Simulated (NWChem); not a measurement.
Species: Si2H4OClF; SMILES [Si@H](Cl)([SiH2]F)O

```xyz
9

O      1.8909     0.5145    -0.4604
Si     0.4913     0.4689     0.4238
Cl    -0.7570     2.0675    -0.0553
Si    -0.7217    -1.4138    -0.2410
F      0.0666    -2.7758     0.1890
H      2.5444     1.1840    -0.2329
H      0.7724     0.5875     1.8842
H     -2.0524    -1.4158     0.4313
H     -0.8961    -1.4072    -1.7208
```
Atoms are numbered in this order, from 1.

Computed with NWChem. Coordinates come from a PBE0/def2-SVP optimisation. Hybrids' shares of exact exchange are those that their runs print; pure functionals count as 0. The functionals differ in more than this share.

```
row               share of exact exchange  orbital gap (eV)
----------------  -----------------------  ----------------
PBE/def2-TZVP                        0.00              5.27
BLYP/def2-TZVP                       0.00              5.35
B3LYP/def2-TZVP                      0.20              7.03
PBE0/def2-TZVP                       0.25          withheld
PW6B95/def2-TZVP                     0.28              7.49
```

Question: Fit a straight line of the last column on the one before it, predict the withheld value, and compare with the run.

Answer: 
1. Means of the 4 shown rows: x = 0.120, y = 6.285. Slope Σ(x − x̄)(y − ȳ)/Σ(x − x̄)² = 0.4864/0.06080 = 8.000; intercept 5.325.
2. The shown rows scatter about the line by 0.071 (root mean square); the largest residual is +0.10, at B3LYP/def2-TZVP.
3. At x = 0.25 (PBE0/def2-TZVP; inside the shown range) the line gives 7.32.
4. The run gives 7.39, +0.07 from the line, 1.0 times the scatter.
